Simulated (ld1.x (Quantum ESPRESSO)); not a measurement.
## Before and after: TM potential for iron (Fe)

ld1.x (Quantum ESPRESSO) 7.5 input, shortened:

```
&input
   title='Fe', zed=26., rel=0, dft='PZ', iswitch=3,
   config='[Ar] 3d6 4s0 4p0'
 /
 &inputp
   pseudotype=2, tm=.true., lloc=-1, rcloc=1.45,
   nlcc=.true., new_core_ps=.true.
 /
3
4S  1  0   0.00   0.00  1.90  1.90  0.0
4P  2  1   0.00   0.00  1.75  1.75  0.0
3D  3  2   6.00   0.00  0.85  0.85  0.0
 &test
   configts(1)='3d6 4s0 4p0'
 /
```

Change: all radii but the core radius scaled by about 0.77 (s 1.46, p 1.34, d 0.66 bohr); local potential all-electron potential smoothed inside 1.12 bohr (lloc = -1).

Cutoffs: the cutoffs (Ry, on a coarse ladder) from which the occupation-weighted sum of valence levels, in a spherical-Bessel basis at the reference potential, stays within 10 and 1 mRy of its value at 400 Ry; they do not see the model core or the augmentation charge, which bear on the density cutoff. Errors are all-electron minus pseudo energies relative to the spin-unpolarised reference configuration.

Task: How do hardness, ghosts and transferability respond?

Result: The bound ghosts move from s to p, s; the number of tests that count goes from 9 to 8; of the 8 tests that both files solve, the error grows in 0 and shrinks in 3 by more than 15 % and 0.3 meV (median size 67.4 → 50.2 meV). Less of the atom is replaced, so other configurations are described better.

```tsv
quantity	base	changed
cutoff, loose	260 Ry	over 300 Ry
cutoff, tight	over 300 Ry	over 300 Ry
bound ghosts	s	p, s
tests counted (converged, no solver errors)	9 of 9	8 of 9
error for 3d6 4s2 4p0, meV [ΔE -25.12 eV]	-52	-14
error for 3d6 4s1 4p0, meV [ΔE -16.27 eV]	-18	-4.8
error for 3d5 4s0 4p0, meV [ΔE 34.74 eV]	-331	-311
error for 3d6.5 4s1.5 4p0, meV [ΔE -26.04 eV]	-43	-40
error for 3d7 4s1 4p0, meV [ΔE -26.25 eV]	-93	-90
error for 3d4 4s0 4p0, meV [ΔE 88.42 eV]	-1819	-1733
error for 3d6 4s0 4p0 (spin-polarised), meV [ΔE -3.61 eV]	+83	+60
error for 3d6 4s2 4p0 (spin-polarised), meV [ΔE -28.54 eV]	+36	+38
```

Base: These tests converged, but a pseudo level misses the all-electron one widely, so the file describes the atom poorly there or has found another state: 3d4 4s0 4p0: empty 4p by 5.3 eV (a node warning on the way). Changed file: Tests not counted: 3d5 4s2 4p1 (solver errors, printed error -3.1 eV). A true bound ghost makes a file unfit for plane-wave use even where its test errors are small: the radial tests pick states by their node count and pass the ghost by. Where a test does run into it, the solver fails or the error is huge.
